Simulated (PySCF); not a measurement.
Compound: C3H11BN2.
Geometry (PBE0-D3(BJ)/def2-SVP, Å), atoms numbered from 1 in this order:
```xyz
17
C3H11BN2 angstrom
C      2.672   -0.046   -0.802
N      1.315    0.305   -0.485
B      0.415   -0.482    0.267
N     -0.907   -0.085    0.602
C     -1.809   -0.969    1.290
C     -1.496    1.173    0.238
H      2.911   -1.019   -0.351
H      2.845   -0.135   -1.890
H      3.402    0.685   -0.412
H      1.025    1.203   -0.852
H      0.797   -1.566    0.656
H     -2.192   -0.515    2.225
H     -2.692   -1.224    0.671
H     -1.296   -1.904    1.549
H     -2.291    1.061   -0.526
H     -0.744    1.868   -0.161
H     -1.957    1.667    1.114
```

Computed with PySCF at PBE0/pcSseg-1, non-relativistic, on one gas-phase PBE0-D3(BJ)/def2-SVP geometry that isn't relaxed in the solvent. The solvent is an IEF-PCM continuum (Bondi radii, 1.10 Å for H, scaled by 1.2). Only the electrostatic response of the medium enters.

```
run  E − E(gas) (kcal/mol)  HOMO (eV)  HOMO–LUMO gap (eV)  dipole (D)
gas                   0.00      -5.96                7.40        1.28
  P                  -2.40      -5.95                7.56        1.68
  Q                  -1.05      -5.94                7.50        1.45
```

Task: The runs were made in cyclohexane and dichloromethane. Which run belongs to which solvent?

Result: P = dichloromethane, Q = cyclohexane. The dielectric constants are 2.017 (cyclohexane), 8.93 (dichloromethane), and the energy falls further as ε rises. In this model the ground state sees the solvent through ε alone.

Task: How constant is the ratio of the lowering to (ε − 1)/(2ε + 1)?

Result: 
```json
{"solvent": "cyclohexane", "(ε − 1)/(2ε + 1)": "0.202", "E − E(gas) (kcal/mol)": "-1.05", "ratio (kcal/mol)": "-5.2", "polarisation term (kcal/mol)": "-1.11"}
{"solvent": "dichloromethane", "(ε − 1)/(2ε + 1)": "0.420", "E − E(gas) (kcal/mol)": "-2.40", "ratio (kcal/mol)": "-5.7", "polarisation term (kcal/mol)": "-2.69"}
```

The ratio changes by +9.6 % in size from cyclohexane to dichloromethane. The polarisation term is half the interaction of the solute with the induced surface charges.

Hardware: one thread of an Arm Neoverse V1, shared host with 32 logical CPUs at a one-minute load of 24. Cost: 18 s, 1.0 GiB resident at most. This is the whole shielding run at PBE0/pcSseg-1 in dichloromethane, SCF included.
